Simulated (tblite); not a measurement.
Species: C₃H₇FSi.
Atom-mapped SMILES: `[F:1][SiH2:2][CH:3]1[CH2:4][CH2:5]1` (hydrogens: H6, H7 on Si2; H8 on C3; H9, H10 on C4; H11, H12 on C5)

Computed with GFN2-xTB (tblite), gas phase: L-BFGS steps from a force-field or distance-geometry start until the largest atomic force falls under 0.01 eV/Å.

Step 23: E = -448.7089 eV
```
atom  x, y, z in Å  |  force x, y, z in eV/Å
F1     -2.3856    1.5659    0.4146    0.113  -0.085  -0.050
Si2    -1.6611    0.1406    0.1713   -0.079   0.043  -0.001
C3      0.1110    0.4158   -0.3810   -0.003   0.077   0.053
C4      1.0317   -0.7591   -0.5650   -0.046  -0.029  -0.032
C5      1.2717    0.1942    0.5523    0.068   0.011   0.011
H6     -1.7480   -0.5197    1.4646    0.004  -0.026   0.015
H7     -2.4401   -0.4891   -0.8878   -0.025   0.002   0.024
H8      0.2572    1.2189   -1.0950   -0.015   0.020  -0.020
H9      0.6662   -1.7477   -0.3380   -0.063  -0.033   0.067
H10     1.7005   -0.7459   -1.4088    0.113   0.019  -0.077
H11     1.0756   -0.1309    1.5612   -0.063  -0.053   0.045
H12     2.1220    0.8563    0.4858   -0.005   0.052  -0.035
```

Step 24: E = -448.7105 eV
```
atom  x, y, z in Å  |  force x, y, z in eV/Å
F1     -2.3715    1.5705    0.4104    0.065  -0.027  -0.032
Si2    -1.6617    0.1403    0.1710   -0.040  -0.012   0.005
C3      0.1096    0.4138   -0.3816    0.009   0.052   0.036
C4      1.0328   -0.7592   -0.5669   -0.007  -0.005  -0.012
C5      1.2690    0.1950    0.5540    0.059  -0.037  -0.002
H6     -1.7440   -0.5209    1.4640   -0.004  -0.022   0.022
H7     -2.4469   -0.4900   -0.8816   -0.033  -0.002   0.007
H8      0.2531    1.2136   -1.0996   -0.004   0.039  -0.009
H9      0.6698   -1.7500   -0.3395   -0.039   0.008   0.047
H10     1.7026   -0.7402   -1.4128    0.064   0.003  -0.003
H11     1.0703   -0.1332    1.5633   -0.056  -0.040  -0.011
H12     2.1180    0.8596    0.4935   -0.014   0.042  -0.049
```

Step 25: E = -448.7113 eV
```
atom  x, y, z in Å  |  force x, y, z in eV/Å
F1     -2.3654    1.5713    0.4073    0.029   0.018  -0.017
Si2    -1.6623    0.1396    0.1709    0.008  -0.048   0.007
C3      0.1095    0.4154   -0.3800    0.015   0.018   0.014
C4      1.0319   -0.7590   -0.5675    0.015   0.013  -0.002
C5      1.2697    0.1950    0.5548    0.030  -0.046  -0.012
H6     -1.7424   -0.5237    1.4632   -0.009  -0.015   0.020
H7     -2.4482   -0.4911   -0.8802   -0.037  -0.005  -0.001
H8      0.2516    1.2136   -1.1006    0.001   0.037   0.009
H9      0.6676   -1.7498   -0.3377   -0.019   0.037   0.026
H10     1.7026   -0.7389   -1.4148    0.025  -0.009   0.043
H11     1.0688   -0.1343    1.5643   -0.039  -0.026  -0.043
H12     2.1177    0.8614    0.4944   -0.018   0.026  -0.043
```

Step 26: E = -448.7119 eV
```
atom  x, y, z in Å  |  force x, y, z in eV/Å
F1     -2.3617    1.5715    0.4051    0.013   0.034  -0.010
Si2    -1.6625    0.1384    0.1710    0.037  -0.054   0.005
C3      0.1099    0.4172   -0.3785    0.014  -0.010  -0.006
C4      1.0313   -0.7586   -0.5679    0.022   0.021   0.002
C5      1.2712    0.1943    0.5550    0.000  -0.030  -0.016
H6     -1.7419   -0.5258    1.4632   -0.011  -0.011   0.014
H7     -2.4493   -0.4920   -0.8799   -0.035  -0.005   0.000
H8      0.2508    1.2147   -1.1008    0.003   0.029   0.027
H9      0.6650   -1.7488   -0.3357   -0.006   0.050   0.009
H10     1.7031   -0.7389   -1.4152    0.001  -0.016   0.061
H11     1.0676   -0.1356    1.5642   -0.020  -0.016  -0.054
H12     2.1176    0.8629    0.4936   -0.018   0.009  -0.032
```

Task: Estimate the geometry and energy of step 27. (The exact step hangs on the optimiser's Hessian estimate; all steps are aligned on step 26, rigid shifts and turns removed.)

Result: E = -448.7125 eV, largest force 0.063 eV/Å
```
atom  x, y, z in Å  |  force x, y, z in eV/Å
F1     -2.3569    1.5723    0.4030    0.008   0.028  -0.006
Si2    -1.6624    0.1363    0.1711    0.046  -0.038   0.000
C3      0.1105    0.4181   -0.3779    0.007  -0.032  -0.028
C4      1.0317   -0.7581   -0.5685    0.021   0.021   0.005
C5      1.2724    0.1930    0.5548   -0.030   0.005  -0.015
H6     -1.7417   -0.5271    1.4642   -0.012  -0.007   0.007
H7     -2.4525   -0.4923   -0.8787   -0.026  -0.004   0.007
H8      0.2498    1.2156   -1.1011    0.006   0.021   0.043
H9      0.6637   -1.7473   -0.3344    0.003   0.046  -0.005
H10     1.7055   -0.7385   -1.4144   -0.011  -0.022   0.058
H11     1.0649   -0.1377    1.5629    0.001  -0.009  -0.048
H12     2.1162    0.8650    0.4929   -0.013  -0.008  -0.018
```

The energy changes by -0.0006 eV. The first-order estimate −F·Δx gives -0.0008 eV and the mean of the old and new forces, exact on a quadratic surface, -0.0006 eV. The step makes an angle of 55° with the force vector and moves no atom by more than 0.005 Å.

What follows is the cost of the whole relaxation. On an Arm Neoverse N1 with one thread, shared host with 64 logical CPUs at a one-minute load of 57, this took 0.25 s wall.
